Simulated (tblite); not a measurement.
Compound: C₂H₇F₃N₂Si.
Cartesian coordinates in Å at the GFN2-xTB level; atoms count from 1:
```
atom  x, y, z in Å
N1     2.700    0.295    0.505
Si2    1.302    0.360   -0.494
N3     0.165   -0.542    0.455
C4    -1.131   -0.880   -0.031
C5    -2.105    0.298   -0.014
F6    -1.790    1.245   -0.908
F7    -2.143    0.901    1.184
F8    -3.364   -0.083   -0.290
H9     3.512    0.812    0.212
H10    2.981   -0.596    0.882
H11    1.040    1.784   -0.693
H12    1.316   -0.362   -1.774
H13    0.157   -0.334    1.443
H14   -1.056   -1.215   -1.068
H15   -1.588   -1.675    0.570
```

Computed values, GFN2-xTB/tblite, gas phase, harmonic and unscaled. This tight-binding method is rough: wavenumbers can miss measured ones by several per cent, in bad cases by 10 to 20. Modes of hydrogen on silicon can be 10 to 20 % off. One conformer, not necessarily the lowest.

Harmonic wavenumbers (cm⁻¹): 34.6, 53.9, 78.5, 179.8, 205.6, 224.0, 256.3, 340.3, 412.6, 470.9, 493.0, 521.7, 554.9, 565.2, 591.2, 611.9, 737.7, 776.6, 796.9, 806.2, 853.2, 913.8, 934.5, 1063.0, 1078.2, 1171.0, 1181.4, 1198.0, 1299.8, 1371.5, 1440.2, 1522.6, 2188.3, 2267.2, 2925.1, 2985.0, 3443.8, 3480.3, 3525.6.

A = 3941, B = 835.7, C = 815.7 MHz; mass 144.033 u (most abundant isotopes); point group C1, symmetry number 1.

Question: Zero-point energy?

Answer: Half the sum of the wavenumbers: 21777 cm⁻¹ = 260.51 kJ/mol.

Question: What is S at 298.15 K and 1 bar for an ideal gas of classical rigid rotors and harmonic oscillators?

Answer: Translation 170.84, rotation 122.05, vibration 125.23: S = 418.1 J/(mol K).

Question: And Cp and H(298.15 K) − H(0)?

Answer: Cp = 159.77 J/(mol K), of which vibrations give 126.51 (their classical limit is 39 R = 324.3); H(298.15 K) − H(0) = 29.08 kJ/mol without the zero-point energy, 19.17 from vibrations.

Question: Blend soft modes into free rotors: weight 1/[1 + (100 cm⁻¹/ν̃)⁴] for the oscillator and the rest for a rotor with moment μB/(μ + B), μ = h/(8π²ν), B = 10⁻⁴⁴ kg m². What vibrational entropy results?

Answer: 111.40 J/(mol K) in place of 125.23, which changes −T·S at 298.15 K by +4.12 kJ/mol.

Question: Which modes carry the vibrational entropy at 298.15 K?

Answer: 34.6 cm⁻¹: 23.21; 53.9 cm⁻¹: 19.53; 78.5 cm⁻¹: 16.43; 179.8 cm⁻¹: 9.75; 205.6 cm⁻¹: 8.71; 224.0 cm⁻¹: 8.06 J/(mol K); the other 33 give 39.53 together.

Question: What must be added to the electronic energy to get the Gibbs energy at 298.15 K and 1 bar?

Answer: ZPE + [H(298.15 K) − H(0)] − T·S = 260.51 + 29.08 − 124.66 = 164.93 kJ/mol.

Hindered rotation and anharmonicity are outside this model. Other conformers, if any are populated, would add a mixing term that is left out. The structure is chiral; the term R ln 2 for an equal mix with its mirror image is left out.
